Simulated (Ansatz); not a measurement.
Computed with Ansatz on PBE0-D4/def2-TZVP structures; ΔE is electronic, products minus reactants. CCSD(T)/CBS is the MP2 limit (def2-TZVPP, def2-QZVPP) plus CCSD(T) − MP2 in def2-TZVPP, frozen cores. DFT in def2-TZVPP. B3LYP here is the variant with VWN-RPA as its local correlation; programs differ in this. def2 core potentials past Kr. For Ge, Sb outer-core shells are correlated without core-valence functions, which leaves a few kJ/mol of doubt a bond. Scalar relativity is left out up to krypton. Each species was taken in one conformer, which may not be the lowest.

Consider the redistribution: `N[Si](O)(Cl)[SbH2]` + `[OH][GeH]([F])[SiH3]` → `N[SiH](O)[SbH2]` + `[OH][GeH]([F])[SiH2]Cl`.

Task: Is it downhill or uphill in electronic energy at CCSD(T)/CBS, and by how much? (Best estimate.)

Result: The calculation gave: Uphill: ΔE = +7.3 kcal/mol.

Task: What do these levels give: B3LYP-D4, ωB97X-V, ωB97M-V, B2PLYP, PBE, PBE0, B3LYP, MP2/def2-TZVPP, HF/def2-QZVPP, MP2/def2-QZVPP, HF/CBS(def2), MP2/CBS(def2)? (Estimate.)

Result: The calculation gave: B3LYP-D4 7.4, ωB97X-V 7.3, ωB97M-V 7.5, B2PLYP 7.1, PBE 6.7, PBE0 7.0, B3LYP 6.7, MP2/def2-TZVPP 7.6, HF/def2-QZVPP 6.6, MP2/def2-QZVPP 7.5, HF/CBS(def2) 6.6, MP2/CBS(def2) 7.5 kcal/mol.

Largest T1 diagnostic among the species: 0.013.
